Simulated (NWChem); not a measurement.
System: C2H3BBrF; SMILES C=CB(F)Br

Excerpt of the output:

```
             Northwest Computational Chemistry Package (NWChem) 7.3.0
             --------------------------------------------------------

                             Geometry "geometry" -> ""
                             -------------------------

 Output coordinates in angstroms (scale by  1.889725989 to convert to a.u.)

  No.       Tag          Charge          X              Y              Z
 ---- ---------------- ---------- -------------- -------------- --------------
    1 B                    5.0000    -0.65040900    -0.57059300     0.00000000
    2 F                    9.0000    -1.96980800    -0.54026900     0.00000000
    3 Br                  35.0000     0.25146600     1.12904600     0.00000000
    4 C                    6.0000     0.10024400    -1.92144300     0.00000000
    5 C                    6.0000     1.43544900    -2.04348800     0.00000000
    6 H                    1.0000    -0.51208400    -2.83223700     0.00000000
    7 H                    1.0000     1.93130500    -3.01966800     0.00000000
    8 H                    1.0000     2.08413700    -1.16075400     0.00000000

 Effective nuclear repulsion energy (a.u.)     280.9245174684

                              NWChem Property Module
                              ----------------------

  itol2e modified to match energy
  convergence criterion.

                                 NWChem DFT Module
                                 -----------------

 Summary of "ao basis" -> "ao basis" (spherical)
 ------------------------------------------------------------------------------
       Tag                 Description            Shells   Functions and Types
 ---------------- ------------------------------  ------  ---------------------
 B                         def2-tzvp                11       31   5s3p2d1f
 F                         def2-tzvp                11       31   5s3p2d1f
 Br                        def2-tzvp                16       48   6s5p4d1f
 C                         def2-tzvp                11       31   5s3p2d1f
 H                         def2-tzvp                 4        6   3s1p

  itol2e modified to match energy
  convergence criterion.

[...]

          -----------------------
          Electric field gradient
          -----------------------

 1 a.u. = 0.324123 10**(16) esu/cm**3  ( or statvolts/cm**2 ) = 0.97174 10**(22) v/m**2

 ------------------------------------------------------------
   Atom      X         Y         Z
 ------------------------------------------------------------
    1 B   -1.22909  -1.07826   0.00000
 ------------------------------------------------------------

 Electric field gradient in molecular frame (a.u.)
         XX             YY             ZZ             XY             XZ             YZ
 ------------------------------------------------------------------------------------------
        0.140362       0.228051      -0.368413      -0.120473       0.000000       0.000000

 Principal components (a.u.) and orientation
 of principal axis w.r.t. absolute frame                      Asymmetry parameter eta
 --------------------------------------------------------------------------------------
       -0.368413       0.312410       0.056003                       0.695975

       -0.000000      -0.573588       0.819144
       -0.000000       0.819144       0.573588
        1.000000       0.000000       0.000000

 ------------------------------------------------------------
   Atom      X         Y         Z
 ------------------------------------------------------------
    2 F   -3.72240  -1.02096   0.00000
 ------------------------------------------------------------

 Electric field gradient in molecular frame (a.u.)
         XX             YY             ZZ             XY             XZ             YZ
 ------------------------------------------------------------------------------------------
       -1.279439       1.227802       0.051637      -0.014570       0.000000       0.000000

 Principal components (a.u.) and orientation
 of principal axis w.r.t. absolute frame                      Asymmetry parameter eta
 --------------------------------------------------------------------------------------
       -1.279523       1.227887       0.051637                       0.919287

        0.999983      -0.005811       0.000000
        0.005811       0.999983      -0.000000
       -0.000000       0.000000       1.000000

 ------------------------------------------------------------
   Atom      X         Y         Z
 ------------------------------------------------------------
    3 Br   0.47520   2.13359   0.00000
 ------------------------------------------------------------

 Electric field gradient in molecular frame (a.u.)
         XX             YY             ZZ             XY             XZ             YZ
 ------------------------------------------------------------------------------------------
        1.432695      -2.759470       1.326775      -2.931365       0.000000       0.000000

 Principal components (a.u.) and orientation
 of principal axis w.r.t. absolute frame                      Asymmetry parameter eta
 --------------------------------------------------------------------------------------
       -4.267062       2.940286       1.326775                       0.378132

        0.457356       0.889284       0.000000
        0.889284      -0.457356       0.000000
       -0.000000       0.000000       1.000000

 ------------------------------------------------------------
   Atom      X         Y         Z
 ------------------------------------------------------------
    4 C    0.18943  -3.63100   0.00000
 ------------------------------------------------------------

[...]
```

Level: CAM-B3LYP/def2-TZVP. All runs use the structure optimised with PBE0/def2-SVP. NWChem prints the field gradient with the sign opposite to the second derivative of the potential.

**Question.** Which NWChem input produces such a log?

**Answer.** Several could match; the one computed here: the input that was run:
```
start job
memory heap 200 mb stack 900 mb global 1100 mb
geometry units angstroms noautosym nocenter noautoz
  B     -0.650409    -0.570593     0.000000
  F     -1.969808    -0.540269     0.000000
  Br     0.251466     1.129046     0.000000
  C      0.100244    -1.921443     0.000000
  C      1.435449    -2.043488     0.000000
  H     -0.512084    -2.832237     0.000000
  H      1.931305    -3.019668     0.000000
  H      2.084137    -1.160754     0.000000
end
basis spherical
  * library def2-tzvp
end
dft
  xc xcamb88 1.00 lyp 0.81 vwn_5 0.19 hfexch 1.00
  cam 0.33 cam_alpha 0.19 cam_beta 0.46
  iterations 150
  semidirect filesize 400000000
end
property
  efieldgrad
end
task dft property
```
